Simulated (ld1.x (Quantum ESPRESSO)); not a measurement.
# gallium (Ga): one change to a TM potential, before and after

ld1.x (Quantum ESPRESSO) 7.5 input, shortened:

```
&input
   title='Ga', zed=31., rel=1, dft='PBESOL', iswitch=3,
   config='[Ar] 3d10 4s2 4p1'
 /
 &inputp
   pseudotype=2, tm=.true., lloc=-2, rcloc=0.85,
   nlcc=.false.
 /
3
4S  1  0   2.00   0.00  1.50  1.50  0.0
4P  2  1   1.00   0.00  1.80  1.80  0.0
3D  3  2  10.00   0.00  0.75  0.75  0.0
 &test
   configts(1)='3d10 4s2 4p1'
 /
```

Change: all radii scaled by about 0.90 (s 1.34, p 1.62, d 0.68 bohr); local potential all-electron potential smoothed inside 0.76 bohr (lloc = -2).

Cutoffs: the cutoffs (Ry, on a coarse ladder) from which the occupation-weighted sum of valence levels, in a spherical-Bessel basis at the reference potential, stays within 10 and 1 mRy of its value at 400 Ry; they do not see the model core or the augmentation charge, which bear on the density cutoff. Errors are all-electron minus pseudo energies relative to the spin-unpolarised reference configuration.

**Question.** How do hardness, ghosts and transferability respond?

**Answer.** Both files keep a bound ghost (s); of the 7 tests that both files solve, the error grows in 4 and shrinks in 1 by more than 15 % and 0.3 meV (median size 2.4 → 5.2 meV).

```csv
quantity,base,changed
"cutoff, loose",over 300 Ry,over 300 Ry
"cutoff, tight",over 300 Ry,over 300 Ry
loose cutoff by channel (10 mRy a level),"s 25 Ry, p 6 Ry, d 300 Ry","s 35 Ry, p 6 Ry, d over 300 Ry"
bound ghosts,s,s
"error for 3d10 4s2 4p0, meV [ΔE 5.68 eV]",-2.0,-1.9
"error for 3d10 4s1 4p0, meV [ΔE 26.82 eV]",-9.9,-5.2
"error for 3d10 4s0 4p0, meV [ΔE 57.94 eV]",+14,+35
"error for 3d9 4s2 4p1, meV [ΔE 27.71 eV]",-232,+492
"error for 3d10 4s2 4p0.5, meV [ΔE 2.03 eV]",-0.2,+0.1
"error for 3d10 4s1 4p1, meV [ΔE 13.08 eV]",+2.4,+17
"error for 3d10 4s1 4p2, meV [ΔE 6.55 eV]",+0.8,+5.0
```

 A true bound ghost makes a file unfit for plane-wave use even where its test errors are small: the radial tests pick states by their node count and pass the ghost by.
